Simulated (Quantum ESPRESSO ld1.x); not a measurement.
Input file for ld1.x (Quantum ESPRESSO 7.5):

```
 &input
    atom='Nb',
    iswitch=1,
    rel=2,
    dft='PZ',
    config='[Kr] 4d3 5s1 5p1',
    rel_dist='average',
    verbosity='high',
    lsmall=.true.,
    prefix='ld1',
    max_out_wfc=37,
    file_charge='ld1.rho',
 /
```

Command: `OMP_NUM_THREADS=1 ld1.x < ld1.in > ld1.out`

It prints (banner and zero overlaps left out):

```
     Program LD1 v.7.5 starts

     --------------------------- All-electron run ----------------------------

     dirac relativistic calculation

     atomic number is 41.00
     dft =PZ   lsd =0 sic =0 latt =0  beta=0.20 tr2=1.0E-14
     Exchange-correlation= PZ
                           (   1   1   0   0   0   0   0)
     mesh =2041 r(mesh) = 100.12585 a.u. xmin = -8.00 dx = 0.00800
     1 Ry =  13.60569312 eV, c = 137.03599908

     n l j   nl                  e(Ry)          e(Ha)          e(eV)
     Spin orbit split results
     1 0 0.5 1S 1( 2.00)   -1380.078722479    -690.039361240 -18776.9275836
     2 0 0.5 2S 1( 2.00)    -193.298732093     -96.649366046  -2629.9632299
     2 1 0.5 2P 1( 2.00)    -177.544797988     -88.772398994  -2415.6200370
     2 1 1.5 2P 1( 4.00)    -170.517513093     -85.258756546  -2320.0089552
     3 0 0.5 3S 1( 2.00)     -32.446689424     -16.223344712   -441.4596992
     3 1 0.5 3P 1( 2.00)     -26.512250971     -13.256125486   -360.7175507
     3 1 1.5 3P 1( 4.00)     -25.372462994     -12.686231497   -345.2099453
     4 0 0.5 4S 1( 2.00)      -4.565170444      -2.282585222    -62.1123081
     4 1 0.5 4P 1( 2.00)      -2.912099782      -1.456049891    -39.6211360
     4 1 1.5 4P 1( 4.00)      -2.752966863      -1.376483432    -37.4560223
     3 2 1.5 3D 1( 4.00)     -14.851709607      -7.425854804   -202.0678033
     3 2 2.5 3D 1( 6.00)     -14.639296262      -7.319648131   -199.1777725
     4 2 1.5 4D 1( 1.20)      -0.444470930      -0.222235465     -6.0473351
     4 2 2.5 4D 1( 1.80)      -0.431111058      -0.215555529     -5.8655648
     5 0 0.5 5S 1( 1.00)      -0.416352070      -0.208176035     -5.6647585
     5 1 0.5 5P 1( 0.33)      -0.167912861      -0.083956431     -2.2845709
     5 1 1.5 5P 1( 0.67)      -0.158130735      -0.079065367     -2.1514783
     Averaged results
     1 0     1S 1( 2.00)   -1380.078722479    -690.039361240 -18776.9275836
     2 0     2S 1( 2.00)    -193.298732093     -96.649366046  -2629.9632299
     2 1     2P 1( 6.00)    -172.859941391     -86.429970696  -2351.8793158
     3 0     3S 1( 2.00)     -32.446689424     -16.223344712   -441.4596992
     3 1     3P 1( 6.00)     -25.752392320     -12.876196160   -350.3791471
     4 0     4S 1( 2.00)      -4.565170444      -2.282585222    -62.1123081
     4 1     4P 1( 6.00)      -2.806011170      -1.403005585    -38.1777269
     3 2     3D 1(10.00)     -14.724261600      -7.362130800   -200.3337848
     4 2     4D 1( 3.00)      -0.436455007      -0.218227503     -5.9382729
     5 0     5S 1( 1.00)      -0.416352070      -0.208176035     -5.6647585
     5 1     5P 1( 1.00)      -0.161391444      -0.080695722     -2.1958425

     final scf error:  9.0E-15 reached in  45 iterations

     Etot =   -7631.877783 Ry,   -3815.938892 Ha, -103836.987072 eV

     Ekin =    7897.880840 Ry,    3948.940420 Ha,  107456.143035 eV
     Encl =  -18428.653514 Ry,   -9214.326757 Ha, -250734.604384 eV
     Eh   =    3128.067911 Ry,    1564.033955 Ha,   42559.532059 eV
     Exc  =    -229.173020 Ry,    -114.586510 Ha,   -3118.057782 eV

     normalization and overlap integrals

     s(1S/1S) =  1.000000  <r> =   0.0361  <r2> =    0.0018  r(max) =   0.0234
     LC norm =  0.97772218 + SC norm =  0.02227782 =  1.00000000
     s(2S/2S) =  1.000000  <r> =   0.1579  <r2> =    0.0295  r(max) =   0.1330
     LC norm =  0.99545568 + SC norm =  0.00454432 =  1.00000000
     s(2P/2P) =  1.000000  <r> =   0.1347  <r2> =    0.0223  r(max) =   0.1038
     LC norm =  0.99544557 + SC norm =  0.00455443 =  1.00000000
     s(2P/2P) =  1.000000  <r> =   0.1392  <r2> =    0.0236  r(max) =   0.1080
     LC norm =  0.99558843 + SC norm =  0.00441157 =  1.00000000
     s(3S/3S) =  1.000000  <r> =   0.4439  <r2> =    0.2260  r(max) =   0.3947
     LC norm =  0.99880449 + SC norm =  0.00119551 =  1.00000000
     s(3P/3P) =  1.000000  <r> =   0.4392  <r2> =    0.2249  r(max) =   0.3823
     LC norm =  0.99885542 + SC norm =  0.00114458 =  1.00000000
     s(3P/3P) =  1.000000  <r> =   0.4498  <r2> =    0.2357  r(max) =   0.3916
     LC norm =  0.99889446 + SC norm =  0.00110554 =  1.00000000
     s(4S/4S) =  1.000000  <r> =   1.1539  <r2> =    1.5113  r(max) =   1.0309
     LC norm =  0.99973413 + SC norm =  0.00026587 =  1.00000000
     s(4P/4P) =  1.000000  <r> =   1.2720  <r2> =    1.8581  r(max) =   1.0990
     LC norm =  0.99977923 + SC norm =  0.00022077 =  1.00000000
     s(4P/4P) =  1.000000  <r> =   1.3034  <r2> =    1.9511  r(max) =   1.1257
     LC norm =  0.99978826 + SC norm =  0.00021174 =  1.00000000
     s(3D/3D) =  1.000000  <r> =   0.4312  <r2> =    0.2245  r(max) =   0.3337
     LC norm =  0.99900720 + SC norm =  0.00099280 =  1.00000000
     s(3D/3D) =  1.000000  <r> =   0.4348  <r2> =    0.2280  r(max) =   0.3337
     LC norm =  0.99901841 + SC norm =  0.00098159 =  1.00000000
     s(4D/4D) =  1.000000  <r> =   1.9920  <r2> =    4.8886  r(max) =   1.4542
     LC norm =  0.99989987 + SC norm =  0.00010013 =  1.00000000
     s(4D/4D) =  1.000000  <r> =   2.0155  <r2> =    5.0089  r(max) =   1.4658
     LC norm =  0.99990188 + SC norm =  0.00009812 =  1.00000000
     s(5S/5S) =  1.000000  <r> =   3.4517  <r2> =   13.6118  r(max) =   2.9166
     LC norm =  0.99996642 + SC norm =  0.00003358 =  1.00000000
     s(5P/5P) =  1.000000  <r> =   4.6217  <r2> =   24.7755  r(max) =   3.7375
     LC norm =  0.99998171 + SC norm =  0.00001829 =  1.00000000
     s(5P/5P) =  1.000000  <r> =   4.7503  <r2> =   26.1635  r(max) =   3.8591
     LC norm =  0.99998270 + SC norm =  0.00001730 =  1.00000000

     LC charge = 40.89846924 + SC charge =  0.10153076 = 41.00000000

     ------------------------ End of All-electron run ------------------------
```

Run on one thread of a shared host, so times are rough (Intel(R) Xeon(R) Processor @ 2.60GHz): 0.83 s of CPU time, 0.85 s wall, 45 iterations on 2041 mesh points.
